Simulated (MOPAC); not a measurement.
Input for MOPAC: PM6 on MgAl+, 2S+1 = 1, a point of a bond scan (R = 3.062 Å). Charge +1.

```
PM6 1SCF PRECISE CHARGE=1 THREADS=1
AlMg

Mg     0.00000000 1     0.00000000 1     0.00000000 1
Al     0.00000000 1     0.00000000 1     3.06221000 1
```

Output:

```
*******************************************************************************
 **                                                                           **
 **                              MOPAC v23.2.5                                **
 **                                                                           **
 *******************************************************************************
 ** MOPAC's Digital Object Identifier: https://doi.org/10.5281/zenodo.6511958 **
 **                                                                           **
 ** Please cite the open-source release paper for use of this MOPAC version:  **
 ** J. E. Moussa and J. J. P. Stewart (2026)                                  **
 ** MOPAC: An open-source semiempirical molecular orbital program             **
 ** J. Open Source Softw., 11(119), 8025, https://doi.org/10.21105/joss.08025 **
 *******************************************************************************

                              PM6 CALCULATION RESULTS

 *******************************************************************************
 *  PM6        - The PM6 Hamiltonian to be used
 *
 *
 *
 *                 CHARGE ON SYSTEM = +1
 *
 *
 *
 *  PRECISE    - TIGHTER CRITERIA TO BE USED
 *  1SCF       - DO 1 SCF AND THEN STOP
 *  THREADS=1  - MULTI-THREADING NOT USED
 *  T=         - A TIME OF 172800.0 SECONDS REQUESTED
 *  DUMP=N     - RESTART FILE WRITTEN EVERY 7200.0 SECONDS REQUESTED
 *******************************************************************************
PM6 1SCF PRECISE CHARGE=1 THREADS=1
 AlMg

   ATOM   CHEMICAL          X               Y               Z
  NUMBER   SYMBOL      (ANGSTROMS)     (ANGSTROMS)     (ANGSTROMS)

     1      Mg          0.00000000  *   0.00000000  *   0.00000000  *
     2      Al          0.00000000  *   0.00000000  *   3.06221000  *



          CARTESIAN COORDINATES

    NO.       ATOM           X           Y           Z

     1        Mg          0.0000      0.0000      0.0000
     2        Al          0.0000      0.0000      3.0622

 General Reference for PM6:
 "Optimization of Parameters for Semiempirical Methods V: Modification of NDDO Approximations
 and Application to 70 Elements", J. J. P. Stewart, J. Mol. Mod., 13, 1173-1213 (2007)
 URL: https://link.springer.com/article/10.1007/s00894-007-0233-4

           Empirical Formula: Mg Al  =     2 atoms



      MOLECULAR POINT GROUP   :   C*v


      RHF CALCULATION, NO. OF DOUBLY OCCUPIED LEVELS = 2


 -------------------------------------------------------------------------------
 PM6 1SCF PRECISE CHARGE=1 THREADS=1
 AlMg



     1SCF WAS SPECIFIED, SO BFGS WAS NOT USED
     SCF FIELD WAS ACHIEVED


                              PM6 CALCULATION
                                                       MOPAC v23.2.5 Linux




          FINAL HEAT OF FORMATION =        219.94355 KCAL/MOL =     920.24380 KJ/MOL


          COSMO AREA              =        103.55 SQUARE ANGSTROMS
          COSMO VOLUME            =         89.34 CUBIC ANGSTROMS

          IONIZATION POTENTIAL    =         12.493596 EV
          HOMO LUMO ENERGIES (EV) =        -12.494 -5.916
          NO. OF FILLED LEVELS    =          2
          MOLECULAR WEIGHT        =         51.2865         POINT GROUP:  C*v

          MOLECULAR DIMENSIONS (Angstroms)

            Atom       Atom       Distance
           Al     2   Mg     1     3.06221
           Al     2   Mg     1     0.00000
           Mg     1   Al     2     0.00000


          SCF CALCULATIONS        =          1





   ATOM   CHEMICAL          X               Y               Z
  NUMBER   SYMBOL      (ANGSTROMS)     (ANGSTROMS)     (ANGSTROMS)

     1      Mg          0.00000000  *   0.00000000  *   0.00000000  *
     2      Al          0.00000000  *   0.00000000  *   3.06221000  *

                             CARTESIAN COORDINATES

   1   Mg        0.000000000     0.000000000     0.000000000
   2   Al        0.000000000     0.000000000     3.062210000


           Empirical Formula: Mg Al  =     2 atoms



      MOLECULAR POINT GROUP   :   C*v


                  EIGENVALUES
 -16.84188 -12.49360  -5.91638  -5.24300  -5.24300  -4.42802  -4.42802  -3.62943
  92.05816  92.05816  92.34462  92.34462  92.52882


              NET ATOMIC CHARGES AND DIPOLE CONTRIBUTIONS

  ATOM NO.   TYPE          CHARGE      No. of ELECS.   s-Pop       p-Pop       d-Pop
    1         Mg           0.289318        1.7107     1.65985     0.05083
    2         Al           0.710682        2.2893     1.96826     0.31764     0.00342
 DIPOLE           X         Y         Z       TOTAL
 POINT-CHG.     0.000     0.000     2.715     2.715
 HYBRID         0.000     0.000    -2.511     2.511
 SUM            0.000     0.000     0.204     0.204


          ATOMIC ORBITAL ELECTRON POPULATIONS

     Atom    s        px        py        pz      x^2-y^2     xz        z^2       yz        xy
    1 Mg   1.65985   0.00000   0.00000   0.05083
    2 Al   1.96826   0.00000   0.00000   0.31764   0.00000   0.00000   0.00342   0.00000   0.00000

 **********************
 *                    *
 * JOB ENDED NORMALLY *
 *                    *
 **********************




 == MOPAC DONE ==
```

The run finished.

Cost: roughly 0.020 core-seconds.
